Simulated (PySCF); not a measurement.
**Ni: electron affinity**

Ni- [Ar] 3d9 4s2 (2D) → Ni [Ar] 3d8 4s2 (3F), as a difference of total energies. All numbers are calculated (PySCF 2.14, scalar relativity by spin-free X2C-1e, in aug-cc-pVDZ-DK (7s6p4d2f, 59 functions)). Correlated levels: valence: [Ar] frozen. The calculations carry no spin-orbit coupling.

```json
{"method": "UHF", "electron affinity (eV)": "-1.749"}
{"method": "MP2 (valence)", "electron affinity (eV)": "1.169"}
{"method": "SCS-MP2 (valence)", "electron affinity (eV)": "0.836"}
{"method": "CCSD (valence)", "electron affinity (eV)": "0.450"}
{"method": "CCSD(T) (valence)", "electron affinity (eV)": "0.730"}
```

The reference lies between the lowest fine-structure levels, while these numbers refer to the centres of the terms.

Errors of the correlated levels include the incompleteness of this basis and the frozen core.

A negative affinity means that the anion lies above the atom at that level of theory.

The coupled-cluster amplitudes are large for Ni- (T1 above 0.03 or a double amplitude above 0.15), so a single reference is strained.

For comparison: 1.157 eV (measured; photodetachment measurements, as compiled on the Wikipedia data page of electron affinities).
